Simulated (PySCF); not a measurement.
C₂H₂F, SMILES C=[C]F (connectivity only; charge and spin as stated), charge +1, multiplicity 1.

Coordinates come from a PBE-D3(BJ)/def2-TZVP optimisation. The spin state was assumed, not searched. The isomer is the one that the SMILES or the coordinates give; other isomers of the formula were not compared.

The numbers are results of TDDFT-CAM-B3LYP/def2-SVPD (PySCF 2.14.0), not measurements.

Vertical excitations.  State labels are in the subgroup C2v.

| state | symmetry | energy (eV) | λ (nm) | f | main pairs |
|---|---|---|---|---|---|
| S1 | A2 | 3.39 | 366 | 0.000 | HOMO→LUMO 100 % |
| S2 | A1 | 7.89 | 157 | 0.002 | HOMO−1→LUMO 51 %, HOMO→LUMO+1 48 % |
| S3 | B1 | 8.59 | 144 | 0.041 | HOMO→LUMO+2 97 % |
| S4 | B2 | 10.52 | 118 | 0.051 | HOMO−2→LUMO 96 % |
| S5 | A2 | 10.78 | 115 | 0.000 | HOMO−3→LUMO 98 % |
| S6 | A1 | 10.94 | 113 | 0.921 | HOMO→LUMO+1 48 %, HOMO−1→LUMO 47 % |
| S7 | A2 | 11.00 | 113 | 0.000 | HOMO−1→LUMO+1 98 % |
| S8 | B1 | 11.51 | 108 | 0.004 | HOMO→LUMO+3 84 % |
| S9 | A1 | 12.24 | 101 | 0.005 | HOMO−4→LUMO 86 % |
| S10 | A2 | 12.40 | 100 | 0.000 | HOMO→LUMO+4 96 % |
| T1 | A2 | 2.81 | 441 | 0 | HOMO→LUMO 99 % |
| T2 | A1 | 5.49 | 226 | 0 | HOMO→LUMO+1 97 % |
| T3 | A1 | 7.20 | 172 | 0 | HOMO−1→LUMO 99 % |
| T4 | B1 | 7.75 | 160 | 0 | HOMO→LUMO+2 91 % |
Triplets are in the Tamm–Dancoff approximation, which puts them higher than full response would, so one can lie above its singlet here.
